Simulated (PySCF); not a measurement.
NSi, SMILES [Si]#N, multiplicity 2. Atoms are numbered in the order given.

```xyz
2

Si     0.0000     0.0000    -0.5212
N      0.0000     0.0000     1.0425
```
Charge 0, spin multiplicity 2.

The structure is a stationary point at PBE0-D3(BJ)/def2-TZVPD.

Method: PBE/pcH-1 run with PySCF.

Unrestricted Kohn–Sham, ⟨S²⟩ = 0.759. Hyperfine tensors hold the contact and dipolar terms, without spin-orbit corrections.

Question: Estimate the hyperfine couplings. (An estimate is asked for; the answer gives what the named calculation found.)

Answer: 
| nucleus | A(iso) (MHz) | A(iso) (G) | dipolar principal values (MHz) |
|---|---|---|---|
| 29Si no. 1 | 58.8 | 21.0 | -144.6, 72.3, 72.3 |
| 14N no. 2 | 48.2 | 17.2 | -31.3, -31.3, 62.7 |
